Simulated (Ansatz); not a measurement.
C4H9 (SMILES C[C-](C)C), charge -1, singlet, geometry from GFN2-xTB (a gas-phase anion, which may not be bound at this level). Base run: R2SCAN/STO-3G run with Ansatz (an electronic-structure program).

Geometry (Å):
```xyz
13

C      0.0037    -0.0026     0.5099
C      0.0060     1.4213    -0.0570
H     -0.0017     1.4874    -1.1768
H     -0.8719     1.9801     0.2910
H      0.8939     1.9720     0.2783
C      1.2268    -0.7157    -0.0766
H      1.2710    -0.7406    -1.1972
H      2.1549    -0.2353     0.2581
H      1.2650    -1.7605     0.2568
C     -1.2343    -0.7045    -0.0589
H     -1.2948    -0.7289    -1.1788
H     -1.2771    -1.7489     0.2751
H     -2.1530    -0.2157     0.2891
```
Charge -1, spin multiplicity 1.
All else is at Ansatz's defaults.

The base run was repeated with changes; each row names its change, and settings that it needs were set with it.

```tsv
change	basis functions	E (Eh)	core-seconds (rough)
base	29	-155.64650	2
basis = 3-21G	54	-156.78713	3
basis = 6-31G	54	-157.60218	3
basis = def2-SV(P)	74	-157.51585	3
basis = 6-31G*	78	-157.63958	4
basis = pc-1	101	-157.63268	4
basis = pcseg-1	101	-157.63035	5
basis = cc-pVDZ	101	-157.66509	4
basis = 6-311G**	126	-157.70580	6
basis = 6-311++G**	151	-157.72125	9
basis = aug-pcseg-1	173	-157.64911	20
basis = aug-cc-pVDZ	173	-157.69403	20
basis = pcseg-2	246	-157.73119	10
```

Totals compare only among sets that treat the same electrons; sets with core potentials leave the core out.

A gas-phase anion may not be bound at this level; its values then depend on the basis.
